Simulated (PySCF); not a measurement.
**Bonding in `O=CC1SCCS1`**

C4H6OS2.
SMILES with atom numbers: `[O:1]=[CH:2][CH:3]1[S:4][CH2:5][CH2:6][S:7]1` (hydrogens: H8 on C2; H9 on C3; H10, H11 on C5; H12, H13 on C6)

Geometry (GFN2-xTB, Å), atoms numbered from 1 in this order:
```
atom  x, y, z in Å
O1     1.499    0.234   -1.631
C2     1.889    0.062   -0.510
C3     1.100    0.360    0.730
S4    -0.166    1.658    0.541
C5    -1.552    0.544    0.088
C6    -1.007   -0.825   -0.255
S7     0.262   -1.244    0.977
H8     2.851   -0.436   -0.290
H9     1.722    0.577    1.595
H10   -2.066    0.989   -0.763
H11   -2.223    0.505    0.947
H12   -1.776   -1.593   -0.207
H13   -0.536   -0.829   -1.240
```

Bond orders from the PBE0/pcSseg-1 density (PySCF). Geometry: GFN2-xTB, one conformer, isolated molecule.

Problem. Where do the orders between heavy atoms depart from those drawn in the SMILES?

Solution. The largest departure is 0.165, at C2–C3 (drawn single, 0.835). Drawn single, order below 0.88: C2–C3 (0.835).

Problem. Give the Mayer order of every bond, beside its length.

Solution. 
| bond | drawn as | length (Å) | Mayer order |
| --- | --- | --- | --- |
| O1–C2 | double | 1.199 | 1.997 |
| C2–C3 | single | 1.500 | 0.835 |
| C3–S4 | single | 1.823 | 0.997 |
| S4–C5 | single | 1.835 | 0.985 |
| C5–C6 | single | 1.513 | 1.006 |
| C6–S7 | single | 1.818 | 0.974 |
| S7–C3 | single | 1.826 | 0.970 |
| C2–H8 | single | 1.106 | 0.930 |
| C3–H9 | single | 1.088 | 0.930 |
| C5–H10 | single | 1.089 | 0.930 |
| C5–H11 | single | 1.090 | 0.932 |
| C6–H12 | single | 1.088 | 0.938 |
| C6–H13 | single | 1.092 | 0.912 |

Bonds between the same two heavy elements. C–C: lowest C2–C3 (0.835, 1.500 Å), highest C5–C6 (1.006, 1.513 Å); in 1 of the 1 pairs the longer bond (by over 0.003 Å) has the higher order (by 0.02 or more). C–S: lowest S7–C3 (0.970, 1.826 Å), highest C3–S4 (0.997, 1.823 Å); in 1 of the 6 pairs the longer bond (by over 0.003 Å) has the higher order (by 0.02 or more).

Problem. Sum the orders of all bonds at each heavy atom with more than one neighbour and set the sums beside the valence in the SMILES.

Solution. C2 3.762 (drawn 4), C3 3.732 (drawn 4), S4 1.982 (drawn 2), C5 3.853 (drawn 4), C6 3.830 (drawn 4), S7 1.944 (drawn 2). Orders between atoms that aren't bonded are not in these sums.

The Mayer order sums products of elements of PS (density times overlap matrix) between the two atoms' basis functions, so it depends on the basis set.
